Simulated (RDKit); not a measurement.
RDKit input (MMFF94):

```python
from rdkit import Chem
from rdkit.Chem import AllChem, rdDetermineBonds

mol = Chem.MolFromXYZFile('mol.xyz')
rdDetermineBonds.DetermineBonds(mol, charge=0)
print('SMILES', Chem.MolToSmiles(Chem.RemoveHs(mol)))
ff = AllChem.MMFFGetMoleculeForceField(mol, AllChem.MMFFGetMoleculeProperties(mol))
e0 = ff.CalcEnergy()
flag = ff.Minimize(maxIts=5000, forceTol=1e-5)
print(f'energy {e0:.4f} -> {ff.CalcEnergy():.4f} kcal/mol, converged: {flag == 0}')
print(Chem.MolToXYZBlock(mol))
```
mol.xyz:
```
11

C     -0.84972708    -0.84703727     0.07635384
C     -1.00145512     0.61530386    -0.25263998
C      0.22649702     0.12658270     0.45818837
N      1.44803905     0.08197280    -0.30345838
H     -0.62496805    -1.51695526    -0.74192684
H     -1.46523650    -1.26651742     0.86044423
H     -1.72098136     1.19832851     0.30590941
H     -0.87624038     0.90478477    -1.28676381
H      0.29173597     0.37157266     1.51705422
H      1.92128146     0.97790048    -0.28980903
H      2.08624664    -0.61201908     0.06788706
```

Output:

```
SMILES NC1CC1
energy -3.3909 -> -4.0437 kcal/mol, converged: True
11

C     -0.858012   -0.847346    0.068367
C     -1.009274    0.610559   -0.259678
C      0.226492    0.121703    0.436449
N      1.481510    0.085401   -0.303579
H     -0.682175   -1.533186   -0.752360
H     -1.467124   -1.254857    0.866172
H     -1.720796    1.190106    0.316028
H     -0.934983    0.903452   -1.300631
H      0.320934    0.368959    1.491761
H      1.957226    0.985694   -0.253660
H      2.121393   -0.596568    0.102370
```

The geometry given is a B3LYP-D3(BJ)/def2-TZVP minimum.
